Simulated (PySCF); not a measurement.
H3O, charge +1, singlet, geometry from GFN2-xTB; MP2/aug-cc-pVDZ (PySCF).

PySCF was given this input:
```python
from pyscf import gto, scf, mp

mol = gto.Mole()
mol.atom = '''
    O     0.07094020    0.00288768    0.03133554
    H    -0.02512652    0.80502202   -0.52984156
    H     0.02737561   -0.82471664   -0.49851471
    H    -0.56977067   -0.00340678    0.77767195
'''
mol.basis = 'aug-cc-pvdz'
mol.charge = 1
mol.verbose = 4
mol.build()

mf = scf.RHF(mol)
mf.kernel()

pt = mp.MP2(mf, frozen=1)
pt.kernel()
print('E(MP2) = %.10f' % pt.e_tot)
```

It wrote (shortened):

```
PySCF version 2.14.0

[INPUT] verbose = 4
[INPUT] num. atoms = 4
[INPUT] num. electrons = 10
[INPUT] charge = 1
[INPUT] spin (= nelec alpha-beta = 2S) = 0
[INPUT] symmetry False subgroup None
[INPUT] Mole.unit = angstrom
[INPUT] Symbol           X                Y                Z      unit          X                Y                Z       unit  Magmom
[INPUT]  1 O      0.070940200000   0.002887680000   0.031335540000 AA    0.134057549222   0.005456924335   0.059215588565 Bohr   0.0
[INPUT]  2 H     -0.025126520000   0.805022020000  -0.529841560000 AA   -0.047482241263   1.521271142044  -1.001255437812 Bohr   0.0
[INPUT]  3 H      0.027375610000  -0.824716640000  -0.498514710000 AA    0.051732405393  -1.558488579972  -0.942056270967 Bohr   0.0
[INPUT]  4 H     -0.569770670000  -0.003406780000   0.777671950000 AA   -1.076710520110  -0.006437881167   1.469587000256 Bohr   0.0

nuclear repulsion = 13.8847659943723
number of shells = 23
number of NR pGTOs = 68
number of NR cGTOs = 50
basis = aug-cc-pvdz
ecp = {}

******** <class 'pyscf.scf.hf.RHF'> ********
method = RHF
initial guess = minao
damping factor = 0
level_shift factor = 0
DIIS = <class 'pyscf.scf.diis.CDIIS'>
diis_start_cycle = 1
diis_space = 8
diis_damp = 0
SCF conv_tol = 1e-09
SCF conv_tol_grad = None
SCF max_cycles = 50
direct_scf = True
direct_scf_tol = 1e-13
Set gradient conv threshold to 3.16228e-05
Initial guess from minao.
init E= -76.6197485977015
  HOMO = -0.5418804725079  LUMO = -0.00358547749577109  gap/eV = 14.64775
cycle= 1 E= -76.2916654850093  delta_E= 0.328  |g|= 0.298  |ddm|= 1.65
  HOMO = -0.980319758096291  LUMO = -0.18406615078498  gap/eV = 21.66716
cycle= 2 E= -76.3160260067755  delta_E= -0.0244  |g|= 0.0761  |ddm|= 0.305
  HOMO = -0.942774071672778  LUMO = -0.172567885622131  gap/eV = 20.95838
cycle= 3 E= -76.3171121565388  delta_E= -0.00109  |g|= 0.0287  |ddm|= 0.0633
  HOMO = -0.953441612809297  LUMO = -0.172902804840388  gap/eV = 21.23954
cycle= 4 E= -76.3172826281733  delta_E= -0.00017  |g|= 0.00621  |ddm|= 0.0179
  HOMO = -0.951415536969779  LUMO = -0.172681950770154  gap/eV = 21.19042
cycle= 5 E= -76.3172943528097  delta_E= -1.17e-05  |g|= 0.00135  |ddm|= 0.00434
  HOMO = -0.951988472945285  LUMO = -0.172728071393039  gap/eV = 21.20476
cycle= 6 E= -76.317295183257  delta_E= -8.3e-07  |g|= 0.000189  |ddm|= 0.00154
  HOMO = -0.952039857587849  LUMO = -0.172731280749179  gap/eV = 21.20607
cycle= 7 E= -76.3172952044022  delta_E= -2.11e-08  |g|= 3.06e-05  |ddm|= 0.000336
  HOMO = -0.952045368783608  LUMO = -0.172731992270758  gap/eV = 21.20620
cycle= 8 E= -76.3172952049695  delta_E= -5.67e-10  |g|= 4.46e-06  |ddm|= 6.74e-05
  HOMO = -0.952043988841969  LUMO = -0.17273168080057  gap/eV = 21.20617
Extra cycle  E= -76.3172952049778  delta_E= -8.3e-12  |g|= 1.77e-06  |ddm|= 6.79e-06
converged SCF energy = -76.3172952049778

******** <class 'pyscf.mp.mp2.RMP2'> ********
nocc = 4, nmo = 49
frozen orbitals 1
E(RMP2) = -76.5300140462842  E_corr = -0.212718841306352
E(SCS-RMP2) = -76.5274589744602  E_corr = -0.210163769482337
E_corr(same-spin) = -0.0520371231753303
E_corr(oppo-spin) = -0.160681718131022
E(MP2) = -76.5300140463
```
